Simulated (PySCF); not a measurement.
# Vertical excitation energies

C8H13 (charge +1).
SMILES: `C#C[C+](C)CC(C)C`

Computed with TDDFT CAM-B3LYP/def2-SVPD, vertical, gas phase, core orbitals frozen in the response in PySCF. Isolated species at its PBE0-D3(BJ)/def2-SVP geometry (one conformer only). Torsions of this conformer, `[CH:1]#[C:2][C+:3]([CH3:4])[CH2:5][CH:6]([CH3:7])[CH3:8]`: C2–C3–C5–C6 98°, C3–C5–C6–C7 176°.

Predict the UV-vis stick spectrum at this level.

```
state  E (eV)  λ (nm)       f  main configurations (H = HOMO, L = LUMO)
   S1    3.04   407.4  0.0018       H→L (38%), H-1→L (30%), H-3→L (29%)
   S2    4.33   286.4   0.059                    H-1→L (52%), H→L (39%)
   S3    4.57   271.3   0.143                               H-2→L (80%)
   S4    4.65   266.8   0.050       H-3→L (64%), H-1→L (14%), H→L (11%)
   S5    5.20   238.3   0.094                               H-4→L (83%)
   S6    5.59   221.8  0.0094     H-5→L (42%), H-6→L (27%), H-7→L (10%)
   S7    5.61   220.9  0.0016                  H-7→L (69%), H-5→L (15%)
   S8    5.99   206.9  0.0014     H-6→L (54%), H-5→L (26%), H-7→L (10%)
   S9    6.59   188.3   0.021                  H-8→L (42%), H-9→L (39%)
  S10    7.19   172.6   0.101                  H-8→L (47%), H-9→L (45%)
```

Triplets (Tamm–Dancoff): T1 2.71 eV, H→L (46%), H-1→L (26%), H-3→L (24%); T2 3.02 eV, H-4→L (36%), H-1→L (14%), H-2→L (14%); T3 4.06 eV, H→L (30%), H-3→L (29%), H-4→L (27%); T4 4.32 eV, H-1→L (41%), H-2→L (35%), H-3→L (11%).

The lowest singlet lies at 3.04 eV (407 nm, visible) and is very weak; its leading configuration is HOMO→LUMO (38%). The strongest level in the table is S3 at 4.57 eV (271 nm, f = 0.143). Löwdin shares by element: HOMO carbon 56% or more (atoms not listed hold the other 44%); LUMO carbon 77% or more (atoms not listed hold the other 23%). Weighted by f, the mean energy of these states is 5.33 eV. Orbital energies (eV): HOMO-3 -15.30, HOMO-2 -15.05, HOMO-1 -14.94, HOMO -14.71, LUMO -7.66, LUMO+1 -3.23, LUMO+2 -2.64. The oscillator strengths of these states sum to 0.482; summed over the whole spectrum of an exact calculation they would give the number of electrons, 60 (Thomas–Reiche–Kuhn). S1 lies in the visible range (380 to 750 nm), at 407 nm, f = 0.0018; light of that wavelength is violet, and its complementary colour is yellow-green; a Tamm–Dancoff triplet lies at 457 nm, without intensity as long as spin–orbit coupling is left out. All these states lie below the vertical ionisation energy of 15.40 eV (ΔSCF). The window holds the lowest 10 singlets.

Time: 17 min wall. Hardware: Arm Neoverse N1, one thread (shared host).
